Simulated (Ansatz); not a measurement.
Cost and result for the atomization energy of `C[CH](C)[Al]([Cl])[CH](C)C` (22 atoms, 21 bonds).

Cartesian coordinates in Å:
```
C 0.713 -2.969 -0.337
C 0.867 -1.497 0.035
C 2.063 -0.862 -0.680
Al -0.751 -0.414 -0.228
Cl -2.543 -1.401 -0.772
C -0.791 1.539 -0.012
C -2.181 2.160 -0.110
C -0.083 1.953 1.281
H 0.507 -3.092 -1.405
H -0.107 -3.449 0.202
H 1.630 -3.530 -0.119
H 1.066 -1.440 1.117
H 2.992 -1.398 -0.448
H 1.944 -0.894 -1.768
H 2.215 0.185 -0.400
H -0.188 1.922 -0.850
H -2.832 1.811 0.698
H -2.680 1.912 -1.049
H -2.132 3.253 -0.036
H -0.004 3.044 1.357
H -0.634 1.616 2.166
H 0.930 1.549 1.356
```

Charge 0, multiplicity 1. Geometry: relaxed with PBE0-D4/def2-TZVP. It is one conformer, not always the lowest. Program: Ansatz. All runs use 4 threads of an AMD EPYC 7R13 on a shared host and a share of an NVIDIA H100 80 GB. Times are those of one run each, without the atoms' runs, and a repeat can differ threefold. Electronic energies, without spin–orbit coupling; frozen cores. CCSD(T)/CBS adds CCSD(T) − MP2 in def2-TZVPP to the MP2 limit, and its time is that of the two runs behind it. T1 = 0.009. B3LYP takes the VWN-RPA correlation (the form of Gaussian; ORCA's B3LYP/G). HSE06 is the plane-wave form, built on full-range PBE exchange.

CCSD(T)/CBS is a level of theory with its own doubt, some kJ/mol a heavy atom from the limit and from the frozen cores, so smaller differences don't rank the functionals.

```tsv
level	functions	wall time
revPBE-D4/def2-TZVPP	466	2.8 s
LDA (SPW92)/def2-TZVPP	466	2.9 s
PBE0-D4/def2-TZVPP	466	3.7 s
PBE-D4/def2-TZVPP (with forces)	466	3.8 s
r2SCAN-D4/def2-TZVPP (with forces)	466	3.8 s
HSE06-D4/def2-TZVPP	466	3.8 s
BLYP-D4/def2-TZVPP	466	4.1 s
CCSD(T)/def2-SVP	190	5.5 s
B3LYP-D4/def2-TZVPP (with forces)	466	6.5 s
ωB97X-V/def2-TZVPP	466	6.5 s
MP2/def2-QZVPP	902	8.5 s
CCSD(T)/def2-TZVPP	466	29 s
CCSD(T)/CBS(def2)	–	37 s
```

Task: What atomization energy does each give, and how far from CCSD(T)/CBS? (An estimate is asked.)

Result: Computed: 
```json
{"level": "revPBE-D4/def2-TZVPP", "atomization (kcal/mol)": "2014.4", "difference from CCSD(T)/CBS": "-11.2", "per bond": "-0.5"}
{"level": "LDA (SPW92)/def2-TZVPP", "atomization (kcal/mol)": "2281.8", "difference from CCSD(T)/CBS": "256.2", "per bond": "12.2"}
{"level": "PBE0-D4/def2-TZVPP", "atomization (kcal/mol)": "2037.2", "difference from CCSD(T)/CBS": "11.6", "per bond": "0.6"}
{"level": "PBE-D4/def2-TZVPP (with forces)", "atomization (kcal/mol)": "2055.3", "difference from CCSD(T)/CBS": "29.7", "per bond": "1.4"}
{"level": "r2SCAN-D4/def2-TZVPP (with forces)", "atomization (kcal/mol)": "2032.1", "difference from CCSD(T)/CBS": "6.5", "per bond": "0.3"}
{"level": "HSE06-D4/def2-TZVPP", "atomization (kcal/mol)": "2038.3", "difference from CCSD(T)/CBS": "12.7", "per bond": "0.6"}
{"level": "BLYP-D4/def2-TZVPP", "atomization (kcal/mol)": "2008.8", "difference from CCSD(T)/CBS": "-16.8", "per bond": "-0.8"}
{"level": "CCSD(T)/def2-SVP", "atomization (kcal/mol)": "1946.8", "difference from CCSD(T)/CBS": "-78.8", "per bond": "-3.8"}
{"level": "B3LYP-D4/def2-TZVPP (with forces)", "atomization (kcal/mol)": "2023.7", "difference from CCSD(T)/CBS": "-1.9", "per bond": "-0.1"}
{"level": "ωB97X-V/def2-TZVPP", "atomization (kcal/mol)": "2028.6", "difference from CCSD(T)/CBS": "3.0", "per bond": "0.1"}
{"level": "MP2/def2-QZVPP", "atomization (kcal/mol)": "2029.0", "difference from CCSD(T)/CBS": "3.4", "per bond": "0.2"}
{"level": "CCSD(T)/def2-TZVPP", "atomization (kcal/mol)": "1982.4", "difference from CCSD(T)/CBS": "-43.2", "per bond": "-2.1"}
{"level": "CCSD(T)/CBS(def2)", "atomization (kcal/mol)": "2025.6", "difference from CCSD(T)/CBS": "0.0", "per bond": "0.0"}
```

From BLYP to BHLYP (50 % exact exchange), in def2-TZVPP and without D4, the atomization energy moves by −11.9 kcal/mol: exact exchange takes away binding that semilocal exchange gives to molecules. In def2-TZVPP, CCSD(T) changes the Hartree–Fock value by +440.5 kcal/mol (the triples alone add +24.0 kcal/mol) and MP2 by +461.8 kcal/mol; breaking electron pairs costs correlation energy, which Hartree–Fock lacks. The D4 term adds +19.8 kcal/mol with B3LYP and +10.8 kcal/mol with PBE0; it sums over pairs of atoms, weighted by their polarisabilities, and B3LYP, whose exchange is more repulsive, gets the larger term.
